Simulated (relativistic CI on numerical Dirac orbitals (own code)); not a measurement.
Method of calculation: Dirac-Coulomb-Breit CI, separate exchange-only KLI orbitals for each configuration, model QED, unscaled Slater integrals (own radial code, finite nucleus).

The strongest absorption lines from the ground level of an ion, among the configurations computed and to levels below about 129 eV (vacuum wavelength in Å, gf): 108.16 (1.2), 116.20 (0.5), 130.73 (2.9), 159.22 (6.1), 159.39 (0.59), 162.03 (0.47), 162.87 (2.6), 180.10 (4).

Question: Which ion is it?
A. Zn¹¹⁺
B. Fe⁵⁺
C. Ni⁹⁺
D. Fe⁷⁺

Answer: D. Fe⁷⁺ has 19 electrons and the ground level 3s2 3p6 3d 2D_3/2; the strongest line goes to 3s2 3p5 3d2 2D°_3/2. The pattern of lines fixes the number of electrons, and along that sequence the line energies rise steadily with the charge (about as its square where n changes within one kind of shell, about linearly where n is kept but much faster in heavy ions where fine structure, which grows about as Z⁴, sets the gap, and irregularly where shells cross), which fixes Z. Configurations outside the model, such as inner-shell arrays, can give stronger lines. At this charge configurations can still be misplaced by up to about 7 % of their energy. 8 of the 18 excited levels that our extract of the measured tables holds in this range could be paired (the sources list more); they are missed by 1279 cm⁻¹ on average and 2970 at most, and levels without a partner can miss by more.

LS names give the leading component of a level, which can be under half, so a name can repeat, a term be missing and a line seem to break the LS rules.
